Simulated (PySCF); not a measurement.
A side-by-side comparison of computed properties.

First species: 4-chlorobenzyl alcohol, C7H7ClO.
InChI=1S/C7H7ClO/c8-7-3-1-6(5-9)2-4-7/h1-4,9H,5H2

Second species: C₄H₁₁BSe.
SMILES: `C[Se]CB(C)C`

Levels: CAM-B3LYP/def2-SVPD for dipole moment, HOMO energy, LUMO energy, HOMO–LUMO gap, static isotropic polarisability and electronic spatial extent ⟨r²⟩ about the centre of nuclear charge; TDDFT CAM-B3LYP/def2-SVPD for lowest singlet excitation; PBE0-D3(BJ)/def2-SVP for rotational constant A and rotational constant C. Geometries: PBE0-D3(BJ)/def2-SVP. Each structure is a single optimised conformer of the isolated species, non-relativistic unless stated. Electronic properties by PySCF.

The conformers computed, where there is a choice (atom-mapped SMILES and torsion angles):
- `[OH:1][CH2:2][c:3]1[cH:4][cH:5][c:6]([Cl:7])[cH:8][cH:9]1`: O1–C2–C3–C4 153°, H–O1–C2–C3 -58°
- `[CH3:1][Se:2][CH2:3][B:4]([CH3:5])[CH3:6]`: C1–Se2–C3–B4 -99°, Se2–C3–B4–C5 -91°

| property | column X | column Y |
| --- | --- | --- |
| dipole moment | 1.62 D | 1.46 D |
| HOMO energy | -7.77 eV | -8.28 eV |
| LUMO energy | 0.71 eV | 0.31 eV |
| HOMO–LUMO gap | 8.48 eV | 8.59 eV |
| lowest singlet excitation | 4.94 eV | 5.20 eV |
| static isotropic polarisability | 93.0 au | 100.0 au |
| electronic spatial extent ⟨r²⟩ about the centre of nuclear charge | 998 bohr² | 1771 bohr² |
| rotational constant A | 3.409 GHz | 4.639 GHz |
| rotational constant C | 1.330 GHz | 0.590 GHz |

Q: Which column belongs to which species?

A: Column X is the second species and column Y the first. The first has 16 atoms and 74 electrons, the second 17 and 74.

Q: How does each property change from the first species to the second?

A: dipole moment +0.16 D; HOMO energy +0.51 eV; LUMO energy +0.40 eV; HOMO–LUMO gap -0.11 eV; lowest singlet excitation -0.26 eV; static isotropic polarisability -7.0 au; electronic spatial extent ⟨r²⟩ about the centre of nuclear charge -773 bohr²; rotational constant A -1.230 GHz; rotational constant C +0.740 GHz.

On the first: The principal polarisabilities are 63.8, 98.7 and 137.4 au; their mean is the isotropic value. No computed singlet falls in the visible range (750 to 380 nm, 1.65 to 3.26 eV); S1 lies 1.94 eV above its blue end.

On the second: S1 lies 3.54 eV below the HOMO–LUMO gap; its leading configuration is HOMO→LUMO, weight 0.82. The principal polarisabilities are 79.5, 89.2 and 110.2 au; their mean is the isotropic value. Relativistic effects, spin–orbit coupling among them, are left out although an element past zinc is present.
